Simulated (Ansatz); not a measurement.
The cluster CoCl2, relaxed as a sextet with UKS PBE0-D4/def2-TZVP in Ansatz, starting from the PBE0-D4/def2-TZVP geometry of the neutral doublet. Force threshold 0.02 eV/Å.

The relaxation made no stability test and no search for a lower SCF solution. At PBE0-D4/def2-TZVP a quartet of charge 0 lies 3.89 eV below the sextet, each at its own geometry. The structure comes from a short search, and lower isomers may exist.

Start:

```xyz
3

Co   -0.0030    0.0020   -0.0021
Cl    1.0617   -0.2557   -1.7695
Cl   -1.0586    0.2537    1.7716
```

```json
{"step": "1", "energy (eV)": "-62656.5033", "largest force component (eV/Å)": "1.809", "SCF passes": "21"}
{"step": "2", "energy (eV)": "-62656.7393", "largest force component (eV/Å)": "0.495", "SCF passes": "34"}
{"step": "3", "energy (eV)": "-62656.7671", "largest force component (eV/Å)": "0.113", "SCF passes": "37"}
{"step": "4", "energy (eV)": "-62656.9039", "largest force component (eV/Å)": "0.400", "SCF passes": "244"}
{"step": "5", "energy (eV)": "-62657.0754", "largest force component (eV/Å)": "0.589", "SCF passes": "43"}
{"step": "6", "energy (eV)": "-62657.3001", "largest force component (eV/Å)": "0.765", "SCF passes": "49"}
{"step": "7", "energy (eV)": "-62657.6024", "largest force component (eV/Å)": "1.219", "SCF passes": "73"}
{"step": "8", "energy (eV)": "-62657.8419", "largest force component (eV/Å)": "0.744", "SCF passes": "46"}
{"step": "9 (rejected)", "energy (eV)": "-62657.8348", "largest force component (eV/Å)": "1.007", "SCF passes": "38"}
{"step": "10", "energy (eV)": "-62657.8856", "largest force component (eV/Å)": "0.175", "SCF passes": "41"}
{"step": "11", "energy (eV)": "-62657.9142", "largest force component (eV/Å)": "0.018", "SCF passes": "38"}
```

Force components are those of the run's own axes.

End:

```csv
atom,x (Å),y (Å),z (Å)
Co1,-0.648,0.429,-0.449
Cl2,1.168,-0.417,-1.185
Cl3,-0.521,-0.011,1.635
```

By distances, no bond broke or formed. The bond that changes most is Co1–Cl2, from 2.08 to 2.13 Å (atoms count from 1).

No frequencies were taken in this run, so the end may be a saddle point.

It took 37 s on 4 threads of Arm Neoverse V1 on a shared host.
